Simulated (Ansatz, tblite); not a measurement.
Spin states of the cluster As₅O₆⁺, each relaxed with PBE-D4/def2-SVP in Ansatz. Electronic energies in the gas phase.

The xTB rows come from tblite. Correlated methods freeze 51 core orbitals; core or outer-core shells of As are correlated, in sets that lack core-valence functions. The structure comes from a short search, and lower isomers may exist.

Singlet geometry:

Cartesian coordinates in Å:
```
As -0.639 -0.574 2.697
As 1.588 -1.315 0.273
As -1.933 1.058 -0.136
As 1.067 1.549 -1.327
As -1.021 -0.843 -1.738
O 0.198 0.338 -2.370
O 1.906 0.371 -0.206
O 0.913 -0.939 2.041
O -0.043 -1.657 -0.413
O -1.651 0.065 1.456
O -0.385 1.947 -0.276
```

Triplet geometry:

```xyz
11

As    1.1215   -2.3549    0.7453
As    0.8847    0.7931    1.7701
As   -0.2392   -0.9297   -1.9684
As   -2.1345    0.5198    0.2741
As    0.2996    1.7605   -1.3881
O    -1.3555    1.8689   -0.7258
O    -0.8614    0.3227    1.5209
O     1.6177   -0.8296    1.5917
O     1.2738    1.3913    0.0324
O     1.0210   -1.6827   -0.9982
O    -1.6277   -0.8593   -0.8541
```

Quintet geometry:

```xyz
11

As    0.6986   -2.2306    1.3872
As   -1.6714   -1.1627   -0.6141
As    2.6372    0.3101    0.4173
As    0.2922    1.3574   -1.6659
As   -1.3223    1.5734    1.2084
O    -0.5804    2.1998   -0.3466
O    -0.1718   -0.3858   -1.3086
O    -0.7754   -2.3983    0.2989
O    -2.1592    0.0510    0.6068
O     1.0946   -0.4555    1.0856
O     1.9580    1.1413   -1.0690
```

⟨S²⟩: triplet 2.01 at PBE0-D4/def2-SVP (pure 2.00), quintet 6.02 at PBE0-D4/def2-SVP (pure 6.00).

Only these spin states were relaxed. The quintet has other bonds than the singlet, so the gap mixes isomer and spin.

| level | triplet − singlet (kJ/mol) | quintet − singlet (kJ/mol) | lowest of these |
| --- | --- | --- | --- |
| GFN1-xTB | 133.9 | 541.4 | singlet |
| GFN2-xTB | 132.0 | 472.0 | singlet |
| HF/STO-3G | 51.4 | 163.5 | singlet |
| HF/def2-SVP | 39.4 | 282.6 | singlet |
| PBE-D4/def2-SVP | 88.3 | 362.6 | singlet |
| PBE0-D4/def2-SVP | 84.4 | 373.1 | singlet |
| MP2/def2-SVP | 110.9 | 488.0 | singlet |

The xTB methods have no spin-polarisation term.
